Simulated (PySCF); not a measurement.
## BeS: from constants to spectrum

PBE0 constants of BeS, ¹Σ⁺ (singlet), closed shell (PySCF, no relativity, basis sets Be def2-TZVP, S def2-TZVP; masses 9.0122 and 31.9721 u):

| Property | Result |
| --- | --- |
| ωe | 1016.8 cm⁻¹ |
| ωexe | 5.67 cm⁻¹ |
| Be | 0.7893 cm⁻¹ |
| αe | 0.00620 cm⁻¹ |
| De to Be + S | 3.42 eV |

(1) What force constant and bond length do these constants imply?

(2) Estimate the centrifugal constant D from the Kratzer relation and find the Dunham coefficient a1.

## Answers

(1) Reduced mass μred = 7.0305 u; k = 5.8918×10⁻⁷·μred·ωe² (u, cm⁻¹, mdyn/Å) = 4.28 mdyn/Å; Re = √(16.8576/(μred·Be)) (u, cm⁻¹, Å) = 1.743 Å.

(2) D = 4Be³/ωe² = 1.9e-06 cm⁻¹; a1 = −1 − αeωe/(6Be²) = -2.69.
